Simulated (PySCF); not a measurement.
H₃Ga, singlet, geometry from GFN2-xTB (such geometries of metal compounds can be far from the true shape). Base run: PBE/def2-SV(P) in PySCF.

The PySCF input:
```python
from pyscf import gto, scf, dft

mol = gto.Mole()
mol.atom = '''
    Ga    0.000000   -0.000000    0.000000
    H     0.662182   -0.427565    1.353833
    H    -0.300593    1.511378   -0.282030
    H    -0.361589   -1.083813   -1.071803
'''
mol.basis = 'def2-sv(p)'
mol.charge = 0
mol.spin = 0
mol.verbose = 5
mol.build()

mf = dft.RKS(mol)
mf.xc = 'pbe'
mf.kernel()
mf.analyze()
```

Variants of this job, named by their change:

```
change                               ΔE vs base (mEh)  grid points  electrons on the grid
-----------------------------------  ----------------  -----------  ---------------------
base                                            0.000        50328               34.00000
grids.radi_method = delley                      0.002        53176               34.00000
small_rho_cutoff = 0                            0.000        50328               34.00000
grids.becke_scheme = stratmann                  0.000        50328               34.00000
grids.atom_grid = (150, 974)                    0.000       321360               34.00000
grids.prune = off                               0.000        84360               34.00000
grids.radi_method = gauss_chebyshev             0.000        49080               34.00000
grids.level = 5                                 0.000       115896               34.00000
grids.level = 2                                 0.001        29408               34.00000
grids.atom_grid = (30, 110)                    15.134         9840               33.99907
grids.atom_grid = (50, 194)                     0.077        26264               33.99998
```
